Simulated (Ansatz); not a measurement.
Input for Ansatz (a program for electronic structure): R-CCSD(T)/cc-pVTZ on AsN, a point of a bond scan (R = 1.611 Å). The run froze 15 orbitals, filled d shells among them.

Ansatz 0.2 input:
```yaml
crystal:
  periodic: [false, false, false]
  atoms:
    - {symbol: As, position_ang: [-0.00000000, -0.00000000, -0.28199367]}
    - {symbol: N, position_ang: [0.00000000, 0.00000000, 1.32939871]}
basis:
  gaussian:
    orbitals: cc-pVTZ
    pivot_positions_ang: [[-0.00000000, -0.00000000, -0.28199367], [0.00000000, 0.00000000, 1.32939871]]
magnetization: {spin_polarized: false}
correlation: {method: ccsd_t, electrons: outside_noble_gas}
scf: {lower_state_search: off}
output: {orbitals: {seedname: ./end}}
```

Problem. What total energy does the run end on?

Solution. -2289.0057 hartree (reference determinant -2288.6384, T1 diagnostic 0.021).
